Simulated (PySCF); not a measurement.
## Excitation energy of Cl by level of theory

Cl [Ne] 3s2 3p5 (2P) → Cl [Ne] 3s1 3p6 (2S), as a difference of total energies. All numbers are calculated (PySCF 2.14, scalar relativity by spin-free X2C-1e, in x2c-QZVPPall (9s6p4d2f1g, 70 functions)). Correlated levels: valence and next inner shell: 1s2 frozen. The calculations carry no spin-orbit coupling.

```csv
method,excitation energy (cm⁻¹)
UHF,125670
MP2 (valence and next inner shell),105100
SCS-MP2 (valence and next inner shell),103240
CCSD (valence and next inner shell),97022
CCSD(T) (valence and next inner shell),89187
```

Errors of the correlated levels include the incompleteness of this basis and the frozen core.

The coupled-cluster amplitudes are large for the upper state (T1 above 0.03 or a double amplitude above 0.15), so a single reference is strained.

**Question.** Which method comes closest to the reference value, and which is furthest?

**Answer.** The reference is 85385 cm⁻¹ (measured; NIST levels, between the centres of gravity of the two terms). Closest: CCSD(T) (valence and next inner shell) (error 3802.6 cm⁻¹); furthest: UHF (error 40287 cm⁻¹).
